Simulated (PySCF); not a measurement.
C5H12ClSi (doublet state).
Numbering: `[CH3:1][SiH2:2][C@H:3]([CH3:4])[CH:5][CH2:6][Cl:7]` (hydrogens: H8, H9, H10 on C1; H11, H12 on Si2; H13 on C3; H14, H15, H16 on C4; H17 on C5; H18, H19 on C6)

Geometry (GFN2-xTB, Å), atoms numbered from 1 in this order:
```
atom  x, y, z in Å
C1     2.008    1.394   -0.127
Si2    1.404   -0.377    0.164
C3    -0.481   -0.314    0.718
C4    -0.760   -1.442    1.705
C5    -1.337   -0.390   -0.459
C6    -1.672    0.727   -1.264
Cl7   -0.382    0.933   -2.740
H8     1.860    2.020    0.749
H9     1.489    1.855   -0.961
H10    3.068    1.397   -0.359
H11    2.132   -0.978    1.292
H12    1.522   -1.238   -1.011
H13   -0.614    0.651    1.216
H14   -0.106   -1.372    2.570
H15   -1.792   -1.394    2.052
H16   -0.605   -2.411    1.236
H17   -1.583   -1.375   -0.827
H18   -2.580    0.629   -1.848
H19   -1.580    1.695   -0.784
```

The hyperfine couplings belong to this conformer and change with its torsions.

The calculation used UKS B3LYP, pcH-1 on C Cl H Si, non-relativistic, mean-field spin-orbit, GIAO (PySCF). Isolated species at its GFN2-xTB geometry (one conformer only). Couplings are sensitive to structure, and on GFN2-xTB geometries they can be far from those on DFT ones. The SCF solution wasn't tested for stability.

(1) Where do the isotropic ENDOR lines of H17, H13, H18, H11, H19, H12, H8/H9/H10 and Cl7 fall at 1216.9 mT, to first order?

(2) Which pairs are centred on the nuclear Larmor frequency, and which on half the coupling?

(3) At what field would the lower line of H17 fall to zero frequency?

Answers

(1) ν± = |νn ± a/2|, one line for each electron-spin manifold; νn = |g_N| × 7.62259 MHz/T × B.

| nuclei | isotope | g_N | νn (MHz) | a_iso (MHz) | lower line (MHz) | upper line (MHz) |
| --- | --- | --- | --- | --- | --- | --- |
| H17 | 1H | 5.5857 | 51.81 | -47.40 | 28.11 | 75.51 |
| H13 | 1H | 5.5857 | 51.81 | 38.91 | 32.36 | 71.27 |
| H18 | 1H | 5.5857 | 51.81 | 31.20 | 36.21 | 67.41 |
| H11 | 1H | 5.5857 | 51.81 | 23.65 | 39.99 | 63.64 |
| H19 | 1H | 5.5857 | 51.81 | 7.00 | 48.31 | 55.31 |
| H12 | 1H | 5.5857 | 51.81 | -3.03 | 50.30 | 53.33 |
| H8/H9/H10 | 1H | 5.5857 | 51.81 | 1.31 | 51.16 | 52.47 |
| Cl7 | 35Cl | 0.5479 | 5.08 | 58.66 | 24.25 | 34.41 |

(2) Centred on νn, since |a| < 2νn: H17, H13, H18, H11, H19, H12 and H8/H9/H10. Centred on |a|/2 and split by 2νn: Cl7.

(3) Where νn = |a|/2, that is B = 23.70 MHz/(5.5857 × 7.62259 MHz/T) = 557 mT, as far as first order holds there.

Means are taken over nuclei equivalent by connectivity, which assumes that they swap fast.

Main isotope only: 35Cl (natural samples also hold 24 % 37Cl, magnetic too, which adds its own pattern).

The Mulliken spin populations are largest on C5 (+0.79), Cl7 (+0.20) and Si2 (+0.07). The angles at C5 add up to 359.1°, so it is planar; its axial dipolar tensor and the negative coupling of its proton fit spin in a p orbital normal to that plane.
